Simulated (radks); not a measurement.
Problem. The mean radii <r> (bohr) of the occupied orbitals of an atom or ion are listed with their occupations. All-electron calculation, Dirac Kohn-Sham, PBEsol, spin-unpolarised, spherical densities, point nucleus. Program: a radial shooting solver on a logarithmic mesh with Libxc functionals.

| orbital | occ. | <r> |
|---|---|---|
| 1s1/2 | 2 | 0.04410 |
| 2s1/2 | 2 | 0.1958 |
| 2p1/2 | 2 | 0.1685 |
| 2p3/2 | 4 | 0.1723 |
| 3s1/2 | 2 | 0.5734 |
| 3p1/2 | 2 | 0.5809 |
| 3p3/2 | 4 | 0.5912 |
| 3d3/2 | 4 | 0.6166 |
| 3d5/2 | 6 | 0.6205 |
| 4d3/2 | 2 | 2.271 |

Name the element and its charge. Open shells, if any, fill j = l - 1/2 first.

Solution. Z = 34, selenium, charge +4: Se4+ in [Ar] 3d10 4d2. The 1s radius gives Z: for a bare nucleus <r> = (2 gamma + 1)/(2Z) with gamma = sqrt(1 - (Z/c)^2), 0.0432 bohr for Z = 34, and screening makes it slightly larger (0.04410 here). The occupations add up to 30, and the charge is Z minus that.
